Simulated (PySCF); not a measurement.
# Diatomics of Be with the second period

PBE with double-zeta basis sets in PySCF, for the lowest determinant that a PBE0 search found; no spin–orbit coupling. De refers to high-spin ground-configuration atoms. A positive dipole means M(−)Be(+).

```csv
M,basis,state (unpaired electrons),Re (Å),ωe (cm⁻¹),De (eV),μ (D)
Li,cc-pVDZ,doublet (σ ↑),2.592,338,0.56,-2.26
Be,def2-SVP,singlet (closed shell),2.453,359,0.45,n/a
N,aug-pcseg-1,"quartet (σ ↑, π ↑↑)",1.634,868,2.13,1.29
O,x2c-SVPall,singlet (closed shell),1.359,1437,5.05,5.37
F,aug-cc-pVDZ,doublet (σ ↑),1.408,1180,6.14,1.26
```

The shortest bond is that of BeO (1.359 Å), the longest that of LiBe (2.592 Å).

The rows differ in basis set, which adds steps of its own.

The state changes along the series, so neighbouring rows are not always alike in their bonding.

Closed-shell solutions of metal pairs were not tested for spin polarisation, which can lower them a little. Weak bonds: Be2. Basis-set superposition, not corrected here, can be much of De in a small basis, most of all at correlated wavefunction levels. Functionals without a dispersion term scatter widely for such bonds, and LDA overbinds them. States were picked by a PBE0 search and need not be the measured ground states.
